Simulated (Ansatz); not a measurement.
Consider the ligand exchange at a B–S bond: `O[SiH2]SBF` + `[NH2][GeH2][OH]` → `[NH2][GeH2][O]BF` + `O[SiH2]S`.

Program: Ansatz. Geometries: PBE0-D4/def2-TZVP. ΔE: electronic, gas phase. CCSD(T)/CBS is the MP2 limit (def2-TZVPP, def2-QZVPP) plus CCSD(T) − MP2 in def2-TZVPP, frozen cores. Functionals use def2-TZVPP. B3LYP here is the variant with VWN-RPA as its local correlation; programs differ in this. For Ge outer-core shells are correlated without core-valence functions, which leaves a few kJ/mol of doubt a bond. Scalar relativity is left out up to krypton. Each species was taken in one conformer, which may not be the lowest.

```
          level  ΔE (kJ/mol)
         PBE-D4        -81.6
      r2SCAN-D4        -88.0
        ωB97X-V        -92.1
        ωB97M-V        -93.5
          B3LYP        -96.5
 MP2/def2-TZVPP        -90.7
CCSD/def2-TZVPP        -97.1
   HF/CBS(def2)       -108.8
```

Question: What does CCSD(T)/CBS give? (Best estimate.)

Answer: The calculation gave: -89.6 kJ/mol. The listed levels differ from it by 8.0, 1.6, -2.5, -3.9, -6.9, -1.1, -7.5, -19.2 kJ/mol.

Largest T1 diagnostic among the species: 0.013.

From PBE to PBE0 (25 % exact exchange), in def2-TZVPP and without D4, ΔE moves by −3.7 kJ/mol. In def2-TZVPP, CCSD(T) changes the Hartree–Fock value by +14.1 kJ/mol (the triples alone add +2.9 kJ/mol) and MP2 by +17.6 kJ/mol.
